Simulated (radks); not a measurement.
Fractional charge and spin in the 5s shell of tin: the spin-up occupation runs from 0 to 1 and the spin-down occupation from 0 to 1; the fullest corner is Sn, [Kr] 4d10 5p(up 1, down 1) 5s(up 1, down 1). Method: scalar-relativistic Kohn-Sham, LDA (Slater exchange, Perdew-Wang correlation), spin-polarised, spherical densities, finite nucleus; Fermi nuclear charge, rms radius of each element as measured or else 0.836 A^(1/3) + 0.57 fm; computed with a radial shooting solver on a logarithmic mesh with Libxc functionals. Energy (eV) minus the two flat planes that join the four corners (they meet along the diagonal where the two added fractions sum to one electron); zero is where a piecewise linear energy would lie.

\begin{tabular}{lrrrrr}
down \ up & 0 & 0.25 & 0.5 & 0.75 & 1 \\ \hline
0 & 0.000 & -0.835 & -1.108 & -0.826 & 0.000 \\
0.25 & -0.835 & -1.057 & -0.729 & 0.141 & -0.744 \\
0.5 & -1.108 & -0.729 & 0.187 & -0.654 & -0.982 \\
0.75 & -0.826 & 0.141 & -0.654 & -0.938 & -0.728 \\
1 & 0.000 & -0.744 & -0.982 & -0.728 & 0.000 \\
\end{tabular}

Corners above the fullest one (they belong to Sn+ and the next ion): (up 1, down 0) 14.641 eV, (up 0, down 1) 14.641 eV, (up 0, down 0) 38.411 eV. With half an added electron in each spin the energy lies 0.187 eV from the planes, and with half an added electron in spin up alone -1.108 eV. The planes are only a guide here: the flat-plane condition holds for ground states with one frontier orbital, while this shell lies below other occupied shells, so the corners above the fullest one are inner-hole states and not the ground states of those ions.
